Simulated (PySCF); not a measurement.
**Where the electron goes**

Compound: C3H2F3N3Si.
Cartesian coordinates in Å at the GFN2-xTB level; atoms count from 1:
```
atom  x, y, z in Å
N1     2.2980   -0.1762   -2.2079
C2     1.5270   -0.0095   -1.3794
Si3    0.3164    0.2544    0.0231
N4     0.7271   -0.2958    1.5775
C5    -0.1220    2.0664    0.0125
N6    -0.3636    3.1838    0.0089
C7    -1.2702   -0.7657   -0.4398
F8    -1.6921   -0.5654   -1.6980
F9    -1.0496   -2.0925   -0.3169
F10   -2.3129   -0.4900    0.3645
H11    0.4625   -1.2089    1.9137
H12    1.4806    0.0985    2.1157
```

The calculation used PySCF, TDDFT PBE0/def2-SVPD, vertical, gas phase, core orbitals frozen in the response.

Frontier orbitals with the atoms that hold most of them (Löwdin shares over 4%, at most four atoms; ? is withheld):

```tsv
orbital	ε (eV)	atoms
LUMO+2	-0.79	Si3 20%, C5 16%, C2 15%, N6 15%
LUMO+1	-1.78	Si3 21%, C2 20%, N1 19%, C5 17%
LUMO	-2.23	?
HOMO	-9.43	?
HOMO-1	-10.45	C7 15%, N1 14%, N6 12%, Si3 11%
HOMO-2	-10.74	N1 30%, N6 26%, C2 22%, C5 20%
HOMO-3	-10.96	N1 26%, N6 26%, C2 22%, C5 21%
```

Q: Give the leading atoms of the HOMO.

A: N4 (bonded to Si and 2 H) 67%; Si3 (bonded to 3 C and N) 9%; H11 (bonded to N) 6%; H12 (bonded to N) 6%. By element: nitrogen 67% or more, hydrogen 12%, silicon 9%.

Q: Give the leading atoms of the LUMO.

A: Si3 (bonded to 3 C and N) 24%; C5 (bonded to N and Si) 16%; N6 (bonded to C) 15%; C2 (bonded to N and Si) 14%. By element: carbon 30% or more, silicon 24%, nitrogen 15% or more.

Q: How does S1 compare with the orbital gap of 7.20 eV?

A: S1 is at 5.85 eV (f = 0.018), 1.36 eV below the gap, made of HOMO→LUMO (98%). 

Q: One configuration dominates each of S1, S2 and S3. Which, and how do the shares of the two leading atoms of either orbital change from the occupied to the empty one?

A: 
- S1 (5.85 eV, f 0.018), HOMO→LUMO (98%): N4 67% → at most 15%, Si3 9% → 24%, C5 at most 6% → 16%
- S2 (6.32 eV, f 0.0098), HOMO→LUMO+1 (97%): N4 67% → at most 17%, Si3 9% → 21%, C2 at most 6% → 20%
- S3 (6.74 eV, f 0.0003), HOMO-2→LUMO (83%): N1 30% → at most 15%, N6 26% → 15%, Si3 at most 3% → 24%, C5 20% → 16%

One conformer stands for the species.
